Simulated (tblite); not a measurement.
Compound: C₃H₁₀F₃NSi₂.
Geometry (GFN2-xTB, Å), atoms numbered from 1 in this order:
```xyz
19
C3H10F3NSi2 angstrom
C     -0.9462   -1.3750    1.2916
Si    -0.6449   -0.0330   -0.0259
N     -1.9708   -0.1918   -1.1364
Si    -0.2353    2.0705    0.8908
C      0.7960   -0.6777   -1.1384
C      2.1193   -0.2667   -0.5950
F      3.1654   -0.8370   -1.2275
F      2.2740   -0.5745    0.7082
F      2.3280    1.0639   -0.6820
H     -1.7167   -1.0640    1.9900
H     -1.2682   -2.3105    0.8429
H     -0.0470   -1.5719    1.8668
H     -1.9452    0.3092   -2.0105
H     -2.9077   -0.1680   -0.7683
H      0.9158    2.1006    1.7917
H     -0.0325    3.1005   -0.1341
H     -1.4060    2.4926    1.6741
H      0.7859   -1.7645   -1.1918
H      0.7261   -0.2936   -2.1536
```

Method: GFN2-xTB as coded in tblite; computed harmonic values from a numerical Hessian at the method's own geometry, unscaled. The method is semi-empirical: single wavenumbers can be off by several per cent or more. Modes of hydrogen on silicon can be 10 to 20 % off. One conformer, not necessarily the lowest.

Harmonic wavenumbers (cm⁻¹): 29.7, 62.9, 78.9, 95.1, 116.5, 123.6, 136.5, 176.0, 182.0, 204.4, 225.9, 314.9, 331.4, 421.8, 441.5, 452.9, 474.5, 481.5, 548.4, 575.0, 697.6, 716.4, 749.2, 775.9, 784.2, 798.7, 807.4, 818.0, 831.4, 846.8, 882.8, 965.7, 1014.5, 1169.3, 1194.4, 1237.5, 1371.4, 1447.0, 1478.7, 1488.5, 1523.4, 2197.8, 2225.8, 2271.1, 3015.4, 3023.5, 3033.2, 3047.4, 3051.2, 3469.5, 3506.3.

A = 1473, B = 806.4, C = 690.2 MHz; mass 173.030 u (most abundant isotopes); point group C1, symmetry number 1.

Problem. What is the zero-point energy?

Solution. Half the sum of the wavenumbers: 27957 cm⁻¹ = 334.44 kJ/mol.

Problem. Entropy at 400 K, 1 bar (ideal gas, RRHO, classical rotation)?

Solution. Translation 179.24, rotation 130.65, vibration 249.58: S = 559.5 J/(mol K).

Problem. And Cp and H(400 K) − H(0)?

Solution. Cp = 250.95 J/(mol K), of which vibrations give 217.69 (their classical limit is 51 R = 424.0); H(400 K) − H(0) = 62.52 kJ/mol without the zero-point energy, 49.22 from vibrations.

Problem. How do the functions run with temperature in this model?

Solution. 
| T (K) | S (J/(mol K)) | Cp (J/(mol K)) | H − H(0) (kJ/mol) | G − H(0) (kJ/mol) | ln q(vib) |
| --- | --- | --- | --- | --- | --- |
| 50 | 264.4 | 71.0 | 2.42 | -10.79 | 1.01 |
| 100 | 325.6 | 107.4 | 6.95 | -25.61 | 3.08 |
| 298.15 | 491.6 | 210.9 | 38.92 | -107.67 | 11.34 |
| 373.15 | 542.4 | 241.4 | 55.91 | -146.47 | 14.22 |
| 500 | 618.9 | 281.3 | 89.20 | -220.23 | 18.81 |
| 750 | 743.6 | 332.9 | 166.52 | -391.15 | 26.94 |
| 1000 | 844.2 | 365.9 | 254.14 | -590.03 | 34.03 |

q(vib) and H(0) count from the zero-point level.

Problem. Which modes carry the vibrational entropy at 400 K?

Solution. 29.7 cm⁻¹: 26.91; 62.9 cm⁻¹: 20.69; 78.9 cm⁻¹: 18.81; 95.1 cm⁻¹: 17.27; 116.5 cm⁻¹: 15.61; 123.6 cm⁻¹: 15.12 J/(mol K); the other 45 give 135.16 together.

Problem. What must be added to the electronic energy to get the Gibbs energy at 400 K and 1 bar?

Solution. ZPE + [H(400 K) − H(0)] − T·S = 334.44 + 62.52 − 223.79 = 173.17 kJ/mol.

Problem. Blend soft modes into free rotors: weight 1/[1 + (100 cm⁻¹/ν̃)⁴] for the oscillator and the rest for a rotor with moment μB/(μ + B), μ = h/(8π²ν), B = 10⁻⁴⁴ kg m². What vibrational entropy results?

Solution. 227.86 J/(mol K) in place of 249.58, which changes −T·S at 400 K by +8.69 kJ/mol.

Hindered rotation and anharmonicity are outside this model. Other conformers, if any are populated, would add a mixing term that is left out. The structure is chiral; the term R ln 2 for an equal mix with its mirror image is left out.
